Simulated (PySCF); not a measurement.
CH10FNSi3.

```xyz
16

C      2.9760     0.9412     0.0055
Si     1.7775     0.0206     1.1523
Si    -0.0445    -0.8252    -0.0771
N     -1.0438    -1.8163     0.9746
Si    -1.3720     0.9820    -0.7741
F     -2.7301     0.4334    -1.5391
H      3.3497     0.2676    -0.7914
H      3.8473     1.3277     0.5712
H      2.4719     1.8007    -0.4808
H      2.4815    -1.1264     1.8380
H      1.2682     0.9423     2.2318
H      0.5207    -1.4870    -1.3258
H     -1.9404    -2.1395     0.5981
H     -0.5871    -2.5846     1.4752
H     -1.8204     1.8120     0.3994
H     -0.6231     1.8709    -1.7344
```
Charge 0, spin multiplicity 1.

Coordinates come from a PBE-D3(BJ)/def2-SVP optimisation. The structure was generated by enumeration; whether it is a known compound was not checked. The values are those of a single conformer.

All values below come from KT2/pcSseg-1 (PySCF). Non-relativistic, no solvent.

Give the absolute GIAO shielding of each atom: isotropic value and principal components (ppm). (Estimate from the structure and the level; the computed values follow.)


```csv
atom,σ(iso),σ11,σ22,σ33,span
C1,191.3,185.1,192.2,196.5,11.4
Si2,434.0,401.9,413.6,486.6,84.7
Si3,404.6,354.1,371.8,487.7,133.6
N4,263.8,230.9,256.9,303.6,72.7
Si5,342.1,243.2,325.7,457.3,214.1
F6,425.0,383.1,421.8,470.1,87.0
H7,30.8,26.3,28.7,37.5,11.2
H8,30.5,25.7,27.5,38.4,12.7
H9,31.1,26.2,29.6,37.6,11.4
H10,27.0,23.7,25.6,31.7,8.0
H11,27.1,24.2,25.5,31.6,7.4
H12,25.5,22.1,24.2,30.1,8.0
H13,30.7,22.4,28.0,41.9,19.6
H14,31.1,23.0,28.4,42.0,19.0
H15,25.1,21.4,25.2,28.7,7.3
H16,25.3,21.5,25.7,28.7,7.3
```
